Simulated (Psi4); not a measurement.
S$_{2}$ (SMILES S=S), triplet, geometry from GFN2-xTB, with bond 1-2 at 1.3 times its length. Base run: TPSS/def2-SVP in Psi4.

Geometry (Å):
```xyz
2

S      0.0000     0.0000    -1.5200
S      0.0000     0.0000     0.9500
```
Charge 0, spin multiplicity 3.
Orbitals are unrestricted.
All else is at Psi4's defaults (density fitting).
Base energy -796.09724 Eh.

Each row names what was changed in the base input (with any setting that the change needs).

```json
[
 {"change": "base", "ΔE vs base (mEh)": "0.000", "SCF cycles": "6", "grid points": "40230", "basis functions": "36"},
 {"change": "d_convergence = 1e-4", "ΔE vs base (mEh)": "0.000", "SCF cycles": "6", "grid points": "40230", "basis functions": "36"},
 {"change": "dft_spherical_points = 194", "ΔE vs base (mEh)": "-0.034", "SCF cycles": "6", "grid points": "26054", "basis functions": "36"},
 {"change": "basis_guess = sto-3g", "ΔE vs base (mEh)": "0.000", "SCF cycles": "6", "grid points": "40230", "basis functions": "36"},
 {"change": "guess = sap", "ΔE vs base (mEh)": "0.000", "SCF cycles": "7", "grid points": "40230", "basis functions": "36"},
 {"change": "scf_initial_accelerator = none", "ΔE vs base (mEh)": "0.000", "SCF cycles": "6", "grid points": "40230", "basis functions": "36"},
 {"change": "dft_radial_points = 50", "ΔE vs base (mEh)": "0.303", "SCF cycles": "6", "grid points": "27388", "basis functions": "36"},
 {"change": "guess = sadno", "ΔE vs base (mEh)": "0.000", "SCF cycles": "7", "grid points": "40230", "basis functions": "36"},
 {"change": "guess = gwh", "ΔE vs base (mEh)": "0.000", "SCF cycles": "8", "grid points": "40230", "basis functions": "36"},
 {"change": "df_basis_scf = cc-pvtz-jkfit", "ΔE vs base (mEh)": "-0.057", "SCF cycles": "6", "grid points": "40230", "basis functions": "36"},
 {"change": "d_convergence = 1e-8", "ΔE vs base (mEh)": "0.000", "SCF cycles": "8", "grid points": "40230", "basis functions": "36"},
 {"change": "basis_guess = true", "ΔE vs base (mEh)": "0.000", "SCF cycles": "1", "grid points": "40230", "basis functions": "36"},
 {"change": "e_convergence = 1e-4", "ΔE vs base (mEh)": "0.000", "SCF cycles": "6", "grid points": "40230", "basis functions": "36"}
]
```

Open shells are given as the SCF converged; they aren't shown to be the lowest states, and a large step between rows can be another state.
